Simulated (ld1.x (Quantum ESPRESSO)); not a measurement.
# La (Z = 57): variants of one TM potential

Base potential:

La (Z = 57), norm-conserving Troullier–Martins (Kleinman–Bylander form), made with ld1.x (Quantum ESPRESSO) 7.5 (LDA (PZ), scalar-relativistic). Core [Kr] 4d10, reference 4f0 5s2 5p6 5d2 6s1 6p0. Waves: 5s (bound): rc 2.75 bohr; 5p (bound): rc 2.15 bohr; 5d (bound): rc 3.20 bohr; 4f (bound, empty): rc 1.15 bohr. Local part: all-electron potential smoothed inside 1.85 bohr (lloc = -2). Core correction: Bessel-smoothed model core, default radius (core density twice the valence density).

Occupied shells without a wave of their own: 6s. They enter only through the test configuration that unscreens the potential, and ld1.x also counts them in the model core charge.

All-electron outer shells of the reference configuration (LDA (PZ), scalar-relativistic, ld1.x):

| shell | level (eV) | outermost node (bohr) | outermost maximum (bohr) |
| --- | --- | --- | --- |
| 4p | -197.98 | 0.34 | 0.63 |
| 4d | -102.20 | 0.32 | 0.68 |
| 5s | -37.52 | 0.77 | 1.41 |
| 5p | -21.03 | 0.83 | 1.58 |
| 6s | -3.31 | 1.87 | 3.88 |
| 4f | -3.02 | – | 0.75 |
| 5d | -2.28 | 0.95 | 2.30 |
| 6p | -1.14 | 2.23 | 5.24 |

Cutoffs, loose and tight: the cutoffs (Ry, on a coarse ladder) from which the occupation-weighted sum of valence levels, in a spherical-Bessel basis at the reference potential, stays within 10 and 1 mRy of its value at 400 Ry. They do not see the model core or the augmentation charge, which bear on the density cutoff. Test errors are all-electron minus pseudo excitation energies from the reference, over the configurations 4f0 5s2 5p6 5d1 6s2 6p0; 4f0 5s2 5p6 5d1 6s1 6p0; 4f0 5s2 5p6 5d1 6s0 6p0; 4f0 5s2 5p6 5d1 6s0 6p1; 4f0 5s2 5p6 5d1.5 6s1.5 6p0; 4f0 5s1 5p6 5d1 6s2 6p0; 4f0 5s2 5p6 5d0 6s2 6p1 (two spin-polarised tests are not counted in the largest error). A dash means not determined; rows that change the core or the reference have their own tests.

With those shells counted twice in exchange and correlation these files are broken, and their errors move erratically; no question is asked of them.

For the base: The cutoffs count occupied waves only; the empty 4f level needs 200 Ry at the loose tolerance.

```tsv
change	outcome	cutoff, loose	cutoff, tight	bound ghosts	largest test error (meV)
base	generated, misses its reference levels by 0.66 eV	25 Ry	45 Ry	none	+1761
wave 5d (bound): rc 3.20 bohr becomes 5d (bound): rc 2.18 bohr	generated, misses its reference levels by 0.66 eV	25 Ry	45 Ry	none	+1761
wave 5d (bound): rc 3.20 bohr becomes 5d (bound): rc 2.44 bohr	generated, misses its reference levels by 0.66 eV	25 Ry	45 Ry	none	+1761
wave 5d (bound): rc 3.20 bohr becomes 5d (bound): rc 2.86 bohr	generated, misses its reference levels by 0.66 eV	25 Ry	45 Ry	none	+1761
wave 5d (bound): rc 3.20 bohr becomes 5d (bound): rc 3.28 bohr	generated, misses its reference levels by 0.66 eV	25 Ry	45 Ry	none	+1761
wave 5d (bound): rc 3.20 bohr becomes 5d (bound): rc 3.62 bohr	generated, misses its reference levels by 0.66 eV	25 Ry	45 Ry	none	+1765
wave 5d (bound): rc 3.20 bohr becomes 5d (bound): rc 3.90 bohr	generated, misses its reference levels by 0.66 eV	25 Ry	45 Ry	none	+1770
wave 5d (bound): rc 3.20 bohr becomes 5d (bound): rc 4.44 bohr	generated, misses its reference levels by 0.66 eV	25 Ry	45 Ry	none	+1791
wave 5d (bound): rc 3.20 bohr becomes 5d (bound): rc 4.86 bohr	generated, misses its reference levels by 0.66 eV	25 Ry	45 Ry	none	+1823
```

Reading the sweep of the d radius (base included, trends over the rows without a ghost): The loose cutoff stays near 25 Ry. The median size of the test errors (rows with all tests solved) stays near 968.2 meV.
